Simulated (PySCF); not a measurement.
C2H7O2Sb, SMILES C[O][SbH][O]C. Atoms are numbered in the order given.

```xyz
12

Sb    -0.4545    -0.0386     0.5395
H     -1.6442    -0.9195    -0.3963
O     -0.2183     1.1903    -1.0588
C      0.7354     2.2301    -0.9480
H      1.7858     1.8584    -1.0066
H      0.5811     2.9310    -1.7969
H      0.6440     2.8262    -0.0068
O      1.0646    -1.3124     0.1593
C      1.1672    -1.8497    -1.1483
H      1.1405    -1.0643    -1.9378
H      2.1368    -2.3877    -1.2255
H      0.3507    -2.5787    -1.3730
```
Charge 0, spin multiplicity 1.

The structure is a stationary point at PBE-D3(BJ)/def2-SVP. The structure was generated by enumeration; whether it is a known compound was not checked. The def2 effective core potentials stand for the cores of Sb; spin–orbit coupling is left out. Other conformers were not sampled.

Computed with PBE0/def2-TZVP in PySCF.

Isolated molecule, no solvent.

### Question
Estimate the frontier levels, gap, dipole moment and polarisability. (Estimate from the structure and the level; the computed values follow.)

### Answer

| Quantity | Result |
|---|---|
| highest occupied level | -7.53 eV |
| lowest empty level | -1.13 eV |
| orbital gap | 6.40 eV |
| dipole moment | 1.05 D |
| quadrupole, principal values (traceless, Buckingham form, about the centre of nuclear charge) | -8.55, 3.55, 5.00 D·Å |
| mean static polarisability | 74.1 bohr³ (10.98 Å³) |
| polarisability, principal values | 64.1, 75.2, 83.1 bohr³ |
